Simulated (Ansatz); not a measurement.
Relaxation of GaH$_{6}$NOSi (10 atoms, charge 0, multiplicity 1), to a largest force component of 0.02 eV/Å in at most 50 steps.

All numbers below come from RKS r2SCAN-D4/def2-SVP in Ansatz.

```xyz
10
Properties=species:S:1:pos:R:3:forces:R:3
N -1.262 1.532 -1.409 0.34 -0.50 0.51
Ga 0.371 0.805 -1.042 -1.02 1.94 -3.03
O 0.481 -0.300 0.295 -0.56 0.93 -3.14
Si 0.559 -1.336 1.553 -1.60 -3.09 8.00
H -1.502 1.924 -2.310 0.19 0.15 -0.16
H -2.082 1.083 -1.013 -0.12 0.02 0.11
H 1.698 1.121 -1.721 0.31 0.20 0.02
H -0.687 -2.109 1.558 -0.34 -0.73 -0.45
H 1.724 -2.194 1.326 0.24 -1.14 -1.19
H 1.405 -0.380 0.641 2.58 2.23 -0.68
```

Where does it end, and by what steps?

The run converged. After 21 steps the energy has fallen by 3.533 eV; H9 moved furthest, 2.19 Å. Parted: Si4–H10. Joined: Ga2–Si4, Ga2–H9.

```
step  energy less start (eV)  largest force component (eV/Å)  accepted
   0                  0.0000                           7.997       yes
   1                 -1.4076                           3.885       yes
   2                 -2.0425                           1.855       yes
   3                 -2.3992                           1.063       yes
   4                 -2.6053                           0.546       yes
   5                 -2.6942                           0.532       yes
   6                 -2.7626                           0.366       yes
   7                 -2.8264                           0.283       yes
   8                 -2.8742                           0.231       yes
   9                 -2.9108                           0.248       yes
  10                 -2.9286                           0.360       yes
  11                 -2.9576                           0.417       yes
  12                 -3.0112                           0.475       yes
  13                 -3.0897                           0.435       yes
  14                 -3.2191                           0.432       yes
  15                 -3.3878                           0.487       yes
  16                 -3.5049                           0.358       yes
  17                 -3.5194                           0.227       yes
  18                 -3.5297                           0.117       yes
  19                 -3.5326                           0.053       yes
  20                 -3.5329                           0.021       yes
  21                 -3.5330                           0.013       yes
```

```xyz
10
Properties=species:S:1:pos:R:3
N -1.173 0.955 -1.143
Ga 0.486 0.243 -0.902
O 0.900 0.390 1.021
Si 0.649 -1.460 1.221
H -1.535 1.000 -2.092
H -1.914 0.640 -0.521
H 1.761 0.487 -1.746
H -0.869 -1.274 1.219
H 0.606 -1.507 -0.433
H 1.796 0.672 1.252
```

Whether the end is a true minimum wasn't checked by a vibrational analysis.

Time of the run: 97 s on 2 threads of Arm Neoverse V1 (shared host), peak memory 0.18 GiB.
